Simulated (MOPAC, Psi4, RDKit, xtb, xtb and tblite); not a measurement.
Two geometries of SMILES B[SiH2]CC(F)(F)F, relaxed at GFN2-xTB with one dihedral held; other torsions can differ between them too.

Structure A

```
13

B      1.8913    -1.0029    -0.0410
Si     1.0637     0.7673    -0.1701
C      0.7726     1.3707    -1.9830
C      2.0717     1.5931    -2.6827
F      2.8157     0.4718    -2.7726
F      2.8514     2.4978    -2.0620
F      1.9340     2.0371    -3.9488
H      2.1853    -1.6423    -0.9734
H      2.1210    -1.4590     1.0106
H     -0.3063     0.8493     0.3750
H      1.7995     1.8756     0.4608
H      0.2092     0.6424    -2.5643
H      0.2270     2.3121    -2.0072
```

Structure B

```
13

B      1.8347    -0.9155    -0.1905
Si     1.0192     0.8641    -0.1100
C     -0.8946     0.6581    -0.3241
C     -1.1750    -0.3817    -1.3532
F     -0.7468    -1.6074    -0.9749
F     -0.5714    -0.1326    -2.5292
F     -2.4840    -0.5303    -1.6369
H      2.1875    -1.3737    -1.2060
H      1.9556    -1.5829     0.7616
H      1.0953     1.6356     1.1434
H      1.3767     1.8314    -1.1623
H     -1.3707     0.3386     0.6011
H     -1.3666     1.5841    -0.6444
```

Question: Which is lower in energy at the level DF-MP2 (frozen core)/cc-pVTZ // GFN2-xTB run with Psi4, and by how much?

Answer: B is lower, by 4.17 kJ/mol (dihedral H8–B1–Si2–C3: 0° in A, 90° in B).

E(B) − E(A) in kJ/mol at the other levels, on the same two geometries: GFN2-xTB (xtb and tblite) -1.87; PBE/def2-TZVP // GFN2-xTB (Psi4) -1.84; PBE-D3(BJ)/def2-TZVP // GFN2-xTB (Psi4) -2.56; HF/cc-pVTZ // GFN2-xTB (Psi4) -0.01; UFF // GFN2-xTB (RDKit) 17.79; PM3, restricted, heats of formation // GFN2-xTB (MOPAC) 18.00; PM6, restricted, heats of formation // GFN2-xTB (MOPAC) 6.26; GFN1-xTB // GFN2-xTB (xtb) -4.62.
